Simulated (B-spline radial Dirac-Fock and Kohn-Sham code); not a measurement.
**Sm⁵⁺: non-radiative channels of the 4p1/2 vacancy**

System: the Sm⁵⁺ ion, configuration [Xe] 4f3.

Method: a relativistic independent-particle model: LDA orbitals of the hole state, radiative multipoles to third order, Auger rates from the Coulomb interaction with a continuum orbital, Dirac-Fock energies. Computed with a radial finite-basis atomic code. Kinetic energies are configuration averages from the vacuum level; the two-hole energies are estimated from single-hole states.

| transition | kinetic energy (eV) | width (meV) | share (%) |
| --- | --- | --- | --- |
| N2-N4O1 | 15.28 | 629 | 12.7 |
| N2-N5O1 | 20.23 | 99.8 | 2.0 |
| N2-N4O2 | 41.24 | 462 | 9.3 |
| N2-N4N7 | 42.01 | 1230 | 24.8 |
| N2-N4N6 | 42.29 | 578 | 11.7 |
| N2-N5O2 | 46.00 | 413 | 8.3 |
| N2-N5N6 | 46.40 | 156 | 3.1 |
| N2-N4O3 | 46.45 | 898 | 18.1 |
| N2-N5N7 | 47.73 | 40.4 | 0.8 |
| N2-N5O3 | 51.48 | 106 | 2.1 |
| N2-O1O2 | 150.6 | 30.0 | 0.6 |
| N2-O2O2 | 173.8 | 19.0 | 0.4 |
| N2-O2O3 | 179.9 | 56.7 | 1.1 |
| N2-N6O2 | 179.9 | 59.3 | 1.2 |
| N2-N7O2 | 180.5 | 97.1 | 2.0 |
| N2-N6O3 | 185.2 | 20.4 | 0.4 |

Coster-Kronig rates are the weakest part of this model and often come out 1.5 to 2.5 times too large. Super-Coster-Kronig decay this fast strains the one-particle picture, and such widths tend to come out too large. The listed channels hold 99 % of the non-radiative rate. Summed by principal shells, of 4.95 eV in all: NNO 56.9 %, NNN 40.7 %, NOO 2.3 %.
